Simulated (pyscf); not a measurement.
Optimised with ωB97X-D3(BJ)/def2-SVP in PySCF. Correlated levels are frozen-core, on RHF or UHF. ΔMP2 is the change of the MP2 total energy from the triple- to the quadruple-zeta basis.

Q: Estimate by transition-state theory (the high-pressure limit) the rate constant of H₃C–AlH–O• (SMILES [CH3][AlH][O]) → [H₃C–Al–OH]• (SMILES [CH3][Al][OH]) (doublet surface; Al–H broken, H–O formed) at 900 K, with CCSD(T)/def2-TZVPP + ΔMP2(QZVPP) energies (ideal gas, 1 atm, RRHO with modes under 100 cm⁻¹ raised to 100, one conformer, R ln 2 for rigid chiral ones; no tunnelling).

A: The electronic barrier is 16.8 kcal/mol and the thermal terms add -0.5, so ΔG‡ = 16.3 kcal/mol. With k_BT/h = 1.88e+13 s⁻¹ and RT = 1.788 kcal/mol, k = 2.1e+09 s⁻¹; so small a molecule is far into fall-off at 1 atm, where the true rate is lower. Wigner's tunnelling factor for 1373i cm⁻¹ would be 1.20. A shift of 1 kcal/mol in the barrier changes k by a factor 1.7. One saddle was located; it need not be the lowest between these sides. The CCSD(T) − MP2 part came from Ansatz, without density fitting, on the same reference.
